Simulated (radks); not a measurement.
The numbers below are computed, except where a source is named.
The nuclear charge of neutral lutetium is varied continuously with 71 electrons held in [Xe] 4f14 5d1 6s2. Level of theory: scalar-relativistic Kohn-Sham, PBEsol, spin-polarised, spherical densities, finite nucleus; open shells are filled with parallel spins first (spin-orbit coupling, left out, can overturn this in heavy ions); Fermi nuclear charge, rms radius 5.37 fm (a radial shooting solver on a logarithmic mesh with Libxc functionals). By the Hellmann-Feynman theorem dE/dZ = E(electron-nucleus)/Z, the electronic potential at the nucleus (averaged over a nucleus of fixed radius). The scalar-relativistic energy here is not variational (the density holds large components alone), so the two differ by a part that grows with Z.

Z     E (hartree)  E(electron-nucleus)/Z (hartree)  HOMO  e(HOMO) (eV)  <r> HOMO (bohr)
70.8  -14455.4687                         -503.087    5d        -0.647            3.222
70.9  -14506.1874                         -504.171    5d        -1.283            3.020
71    -14557.0163                         -505.254    5d        -1.978            2.866
71.1  -14607.9554                         -506.336    5d        -2.722            2.743
71.2  -14659.0046                         -507.418    5d        -3.510            2.640
71.3  -14710.1638                         -508.499    5d        -4.337            2.552
71.4  -14761.4331                         -509.580    5d        -5.201            2.476
71.5  -14812.8124                         -510.661    5d        -6.098            2.408
71.6  -14864.3017                         -511.742    5d        -7.028            2.348
71.7  -14915.9010                         -512.823    5d        -7.988            2.293
71.8  -14967.6104                         -513.904    5d        -8.977            2.243
71.9  -15019.4298                         -514.985    5d        -9.993            2.198
72    -15071.3592                         -516.066    5d       -11.036            2.156

The central difference of E at Z = 71 is -508.840 hartree, to compare with the third column; the second derivative is -11 hartree.
